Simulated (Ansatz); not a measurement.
Basis sets compared for (F)2Al-NH-SiH3 (AlSiNF₂H₄). Total charge 0; singlet. Geometry PBE-D4/def2-SVP. Ansatz on 4 threads of Arm Neoverse V1 on a shared host; times are rough, and most runs start from earlier orbitals.

```
atom   x (Å)   y (Å)   z (Å)
 Al1   1.301  -0.960  -0.707
  F2   1.342  -2.231   0.370
  F3   2.365  -0.961  -1.991
  N4   0.149   0.381  -0.509
 Si5  -1.073   0.621   0.734
  H6   0.202   1.121  -1.218
  H7  -2.459   0.707   0.147
  H8  -0.836   1.886   1.519
  H9  -0.990  -0.563   1.655
```

Binding counts from free atoms (Al doublet, F doublet, N quartet, Si triplet, H doublet) in the same basis, without a counterpoise term.

```tsv
level	functions	energy (Eh)	HOMO (eV)	LUMO (eV)	binding per atom (eV)	wall time
HF/STO-3G	37	-776.8959	-7.58	10.29	3.06	0.15 s
HF/def2-TZVP	191	-786.8662	-11.38	1.82	2.77	1.2 s
PBE-D4/def2-SVP	98	-788.0508	-6.55	-1.70	3.76	0.85 s
PBE-D4/def2-TZVP	191	-788.5679	-6.76	-1.96	3.78	1.6 s
r2SCAN-D4/def2-TZVP (with forces)	191	-788.9515	-7.06	-1.50	3.76	3.9 s
PBE0-D4/def2-SVP	98	-788.1104	-7.97	-0.85	3.68	1.1 s
PBE0-D4/def2-TZVP	191	-788.6224	-8.11	-1.09	3.70	2.3 s
```

Estimate the rows for PBE-D4/def2-TZVPD, r2SCAN-D4/def2-TZVPD, PBE0-D4/def2-TZVPD.


```tsv
level	functions	energy (Eh)	HOMO (eV)	LUMO (eV)	binding per atom (eV)	wall time
PBE-D4/def2-TZVPD	239	-788.5712	-6.82	-2.13	3.78	2.6 s
r2SCAN-D4/def2-TZVPD	239	-788.9539	-7.09	-1.64	3.76	4.9 s
PBE0-D4/def2-TZVPD	239	-788.6250	-8.15	-1.32	3.70	3.4 s
```
